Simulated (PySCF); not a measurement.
Isomers of [C7H13OP2]+ (charge +1), one GFN2-xTB conformer each. Single-point energies are computed at PBE0/pcSseg-1 (PySCF, gas phase, no added dispersion term), electronic only.

**Question.** Rank them by PBE0/pcSseg-1 energy, lowest first (kJ/mol).
A. `[CH3:1][O:2][C:3]1=[CH:4][P@H+:5]([CH2:6][PH2:7])[CH:8]=[C:9]1[CH3:10]` (charge +1) with C1–O2–C3–C4 -1°, C4–P5–C6–P7 -175°, P5–C6–P7–H -175° and 91°
B. `[CH3:1][CH2:2][CH2:3][P@@H+:4]([PH2:5])[c:6]1[cH:7][cH:8][cH:9][o:10]1` (charge +1) with C1–C2–C3–P4 59°, C2–C3–P4–P5 40°, C3–P4–P5–H 164° and 71°, C3–P4–C6–C7 -124°

**Answer.** B (0.0), A (30.1).

GFN2-xTB itself gives, in the same order: 0.0, 94.1. Both levels put the same isomer lowest.

**Question.** Which frontier levels and rotational constants go with these structures?

**Answer.** 
| SMILES | HOMO (eV, PBE0/pcSseg-1) | LUMO (eV) | A, B, C (MHz) |
| --- | --- | --- | --- |
| CCC[P@@H+](P)c1ccco1 | -11.01 | -4.99 | 1728, 590.8, 473.0 |
| COC1=C[P@H+](CP)C=C1C | -11.11 | -6.13 | 2085, 498.0, 420.7 |
